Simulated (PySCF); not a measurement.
C₅H₄F₂.
SMILES with atom numbers: `[F:1][CH:2]([F:3])[CH:4]=[C:5]1[CH:6]=[CH:7]1` (hydrogens: H8 on C2; H9 on C4; H10 on C6; H11 on C7)

Computed by this run: PySCF, PBE0-D3(BJ)/def2-SVP geometry optimisation, gas phase; density fitting, grid level 1; the optimiser is geomeTRIC in internal coordinates, started from a GFN2-xTB structure with every atom displaced at random (about 0.01 Å).

Step 0: E = -10661.2075 eV
```
atom  x, y, z in Å  |  force x, y, z in eV/Å
F1     -2.1846   -1.5718   -0.4190    0.263   0.646   0.000
C2     -1.5947   -0.3372   -0.5488    0.179  -0.026   0.177
F3     -2.6252    0.5761   -0.5665    0.671  -0.532   0.183
C4     -0.6091   -0.0823    0.5726   -4.956  -0.751   0.409
C5      0.6339    0.1379    0.3626    4.227   0.807  -0.513
C6      1.9745    0.4308    0.8231   -0.787  -0.290  -0.665
C7      1.8008    0.3027   -0.4810   -1.045  -0.033   1.708
H8     -1.0935   -0.3009   -1.5421   -0.183  -0.016   0.227
H9     -1.0729   -0.0917    1.5847    0.453   0.024  -0.494
H10     2.6280    0.5999    1.6549    0.451   0.145   0.457
H11     2.1838    0.3150   -1.4566    0.728   0.026  -1.491
```

Step 1: E = -10661.3831 eV
```
atom  x, y, z in Å  |  force x, y, z in eV/Å
F1     -2.3176   -1.4889   -0.4392   -0.063  -0.281   0.124
C2     -1.5686   -0.3707   -0.5388    0.071   0.430  -0.088
F3     -2.4540    0.6637   -0.6151   -0.179   0.049  -0.065
C4     -0.6579   -0.1755    0.6083    0.467   0.013  -0.168
C5      0.6345    0.1082    0.3924   -0.270  -0.051   0.088
C6      1.9590    0.4523    0.8148    0.000  -0.047   0.113
C7      1.7500    0.3255   -0.4840    0.033   0.007  -0.203
H8     -1.0202   -0.4027   -1.4985    0.015  -0.059   0.019
H9     -1.0787   -0.1694    1.6144   -0.028  -0.056   0.049
H10     2.6483    0.6624    1.6313   -0.010   0.014  -0.048
H11     2.1463    0.3736   -1.5016   -0.037  -0.019   0.178
```

Step 2: E = -10661.3892 eV
```
atom  x, y, z in Å  |  force x, y, z in eV/Å
F1     -2.3113   -1.5097   -0.3724   -0.025  -0.067   0.065
C2     -1.6143   -0.3608   -0.5477    0.231   0.202  -0.176
F3     -2.5471    0.6376   -0.5900    0.145  -0.144   0.042
C4     -0.6376   -0.1455    0.5437   -0.067   0.082   0.331
C5      0.6591    0.1242    0.3661   -0.216  -0.034  -0.310
C6      1.9736    0.4454    0.8341   -0.029  -0.070   0.023
C7      1.8048    0.3327   -0.4725    0.030   0.030  -0.023
H8     -1.1224   -0.4053   -1.5368   -0.038   0.020  -0.021
H9     -1.0412   -0.1601    1.5587   -0.046  -0.024   0.051
H10     2.6410    0.6389    1.6712    0.005   0.012  -0.004
H11     2.2364    0.3812   -1.4705    0.010  -0.006   0.022
```

Question: Estimate the geometry and energy of step 3. (The exact step hangs on the optimiser's Hessian estimate; all steps are aligned on step 2, rigid shifts and turns removed.)

Answer: E = -10661.3997 eV, largest force 0.165 eV/Å
```
atom  x, y, z in Å  |  force x, y, z in eV/Å
F1     -2.2661   -1.5130   -0.3866   -0.078  -0.055  -0.053
C2     -1.5862   -0.3481   -0.5471   -0.048   0.016   0.093
F3     -2.5368    0.6302   -0.6132    0.128  -0.104   0.001
C4     -0.6527   -0.1315    0.5789   -0.073   0.099   0.031
C5      0.6389    0.1283    0.3748    0.054   0.032  -0.042
C6      1.9629    0.4364    0.8228    0.015  -0.052  -0.004
C7      1.7740    0.3266   -0.4814   -0.021   0.020   0.076
H8     -1.0655   -0.3849   -1.5216   -0.025   0.035   0.005
H9     -1.0662   -0.1587    1.5917    0.008  -0.002  -0.060
H10     2.6457    0.6231    1.6485    0.013   0.012   0.004
H11     2.1932    0.3702   -1.4828    0.028  -0.002  -0.052
```

The energy changes by -0.0106 eV. The first-order estimate −F·Δx gives -0.0238 eV and the mean of the old and new forces, exact on a quadratic surface, -0.0106 eV. The step makes an angle of 74° with the force vector and moves no atom by more than 0.062 Å.

The cost below is that of the whole optimisation. On an Arm Neoverse N1 with one thread, on a shared host, this took 56 s and 0.50 GiB of memory at its peak.
